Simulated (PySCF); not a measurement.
Species: 4-fluoro-N-methylaniline, C7H8FN.
Bonds: C1–N2, N2–C3, C3–C4 (aromatic), C4–C5 (aromatic), C5–C6 (aromatic), C6–F7, C6–C8 (aromatic), C8–C9 (aromatic), C3–C9 (aromatic). Hydrogens: H10, H11, H12 on C1; H13 on N2; H14 on C4; H15 on C5; H16 on C8; H17 on C9.

The same species was optimised twice, with GFN2-xTB and with PBE0-D3(BJ)/def2-SVP (PySCF), and the same property calculations (PySCF, gas phase) were run on both structures.

| coordinate | GFN2-xTB | PBE0-D3(BJ)/def2-SVP | change |
| --- | --- | --- | --- |
| C6–F7 (Å) | 1.356 | 1.338 | -0.018 |
| C4–C5 (Å) | 1.382 | 1.394 | +0.012 |
| C8–C9 (Å) | 1.379 | 1.388 | +0.009 |
| C1–N2 (Å) | 1.441 | 1.432 | -0.009 |
| C3–C4 (Å) | 1.398 | 1.407 | +0.009 |
| C3–C9 (Å) | 1.400 | 1.409 | +0.009 |
| C6–C8 (Å) | 1.383 | 1.391 | +0.008 |
| C5–C6 (Å) | 1.381 | 1.386 | +0.005 |
| N2–C3 (Å) | 1.375 | 1.377 | +0.002 |
| N2–C3–C9 (°) | 119.1 | 120.1 | +1.0 |
| C5–C6–C8 (°) | 121.4 | 120.6 | -0.8 |
| C6–C8–C9 (°) | 118.9 | 119.6 | +0.7 |
| C4–C3–C9 (°) | 118.4 | 117.9 | -0.5 |
| N2–C3–C4 (°) | 122.4 | 121.9 | -0.5 |
| C4–C5–C6 (°) | 119.4 | 119.8 | +0.4 |
| C5–C6–F7 (°) | 119.3 | 119.8 | +0.5 |
| F7–C6–C8 (°) | 119.3 | 119.6 | +0.3 |
| C1–N2–C3–C4 (°) | -16 | -12 | +4 |

Rotational constants: A = 4882, B = 957.2, C = 805.7 MHz (GFN2-xTB) against A = 4834, B = 953.0, C = 801.1 MHz (PBE0-D3(BJ)/def2-SVP).

On the GFN2-xTB structure: lowest singlet, TDDFT (eV) 4.60 [CAM-B3LYP/def2-SVPD]; isotropic polarisability (au) 90.5 [CAM-B3LYP/def2-SVPD]; HOMO (eV) -6.94 [CAM-B3LYP/def2-SVPD]; LUMO (eV) 0.70 [CAM-B3LYP/def2-SVPD]; dipole (D) 3.52 [CAM-B3LYP/def2-SVPD].

Q: What do these properties become on the PBE0-D3(BJ)/def2-SVP structure?

A: 
```csv
property,level,on GFN2-xTB,on PBE0-D3(BJ)/def2-SVP,change
"lowest singlet, TDDFT (eV)",CAM-B3LYP/def2-SVPD,4.60,4.55,-0.05
isotropic polarisability (au),CAM-B3LYP/def2-SVPD,90.5,91.9,+1.4
HOMO (eV),CAM-B3LYP/def2-SVPD,-6.94,-6.91,+0.03
LUMO (eV),CAM-B3LYP/def2-SVPD,0.70,0.67,-0.03
dipole (D),CAM-B3LYP/def2-SVPD,3.52,3.42,-0.10
"energy, GFN2-xTB geometry as zero (kcal/mol)",CAM-B3LYP/def2-SVPD,0.0,-0.5,-0.5
```

The heavy atoms differ by 0.018 Å rms after alignment. Among bonds between heavy atoms C6–F7 changes most (-0.018 Å). Changes are differences of the printed values. Neither structure is proved a minimum here.

The values belong to the conformer `[CH3:1][NH:2][c:3]1[cH:4][cH:5][c:6]([F:7])[cH:8][cH:9]1`: C1–N2–C3–C4 -12°.
